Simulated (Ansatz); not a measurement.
An input meant for the cluster K₅⁺ (charge 1, singlet).

```yaml
crystal:
  periodic: [false, false, false]
  atoms:
    - {symbol: K, position_ang: [-0.154119, 0.114737, -0.039439]}
    - {symbol: K, position_ang: [-3.264313, -2.650160, -1.947334]}
    - {symbol: K, position_ang: [-1.277461, -4.016095, 1.496689]}
    - {symbol: K, position_ang: [3.919129, 2.076598, -0.474701]}
    - {symbol: K, position_ang: [0.776764, 4.474919, 0.964775]}
basis:
  gaussian: {orbitals: def2-TZVPD, final_grid: {core_spheres: 1, valence_spheres: 1, degree: 1}}
total_charge: 1
hamiltonian: {xc: {name: PBE}}
scf: {omitted_lower_state_checks: [starts]}
output: {forces: true}
```

```sh
$ ansatz run in.yaml --threads 4 --pin off --events-out ev --progress --plain --max-ram 4787MiB
```

Shortened log:

```
Functional definition: PBE
1650 factors; their error is unknown
mean field evaluation 1: about -81589.5743 eV, gradient 1.4e1 eV
mean field evaluation 2: about -81587.3604 eV, gradient 2.4e1 eV
mean field evaluation 4: about -81590.9028 eV, gradient 1.0e0 eV
mean field evaluation 8: about -81592.3389 eV, gradient 1.3e1 eV
mean field evaluation 16: about -81629.8962 eV, gradient 4.6e1 eV
mean field evaluation 32: about -81640.1645 eV, gradient 3.2e0 eV
mean field -81640.22868044 eV, -3000.2230662718 hartree, gradient 2.8e-6 eV, S^2 0.000000; 0 other end points of the search recorded, 0 dependent functions left out
reference -81640.22888924 eV, -3000.2230739449 hartree; 47, 47 occupied and 133, 133 virtual orbitals, 1650 factors
Total energy: -81640.22888924 eV, -3000.2230739449 hartree
Atom 0 at    -0.154119     0.114737    -0.039439 Å, force     0.031004    -0.010013     0.014249 eV/Å
Atom 1 at    -3.264313    -2.650160    -1.947334 Å, force    -0.036095    -0.018345    -0.033082 eV/Å
Atom 2 at    -1.277461    -4.016095     1.496689 Å, force     0.017840     0.010855     0.009048 eV/Å
Atom 3 at     3.919129     2.076598    -0.474701 Å, force    -0.050215     0.009479     0.017157 eV/Å
Atom 4 at     0.776764     4.474919     0.964775 Å, force     0.037465     0.008025    -0.007372 eV/Å
Dipole moment:    -0.096790     0.088614    -0.009884 e Å
Checks for a lower state left out: starts
```

In this input the integration grid is far too coarse. The run converged. The result belongs to that input, not to the species as meant.

The restricted singlet is unstable towards broken spin symmetry in Hartree–Fock (as tested in another run); at RKS PBE/def2-TZVPD this wasn't settled.
